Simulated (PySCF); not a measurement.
Vertical excitations of a molecule C3H3F3 from PySCF with TDA-CAM-B3LYP/def2-SVPD, as energy in eV (oscillator strength): 7.41 (0.001), 7.46 (0.001), 8.69 (0.004), 8.86 (0.006), 8.97 (0.017), 9.12 (0.002), 9.36 (0.041), 9.39 (0.002), 9.90 (0.000), 10.13 (0.008). Lowest triplet (TDA): 6.94 eV. Coordinates come from a PBE0-D3(BJ)/def2-SVP optimisation. Other conformers were not sampled.

Question: Pick the molecule that these values belong to.
A. C=CC(F)(F)F
B. CC(F)=C(F)F
C. F[C@H]1[C@H](F)[C@H]1F
D. F/C=C\C(F)F

Answer: C, F[C@H]1[C@H](F)[C@H]1F
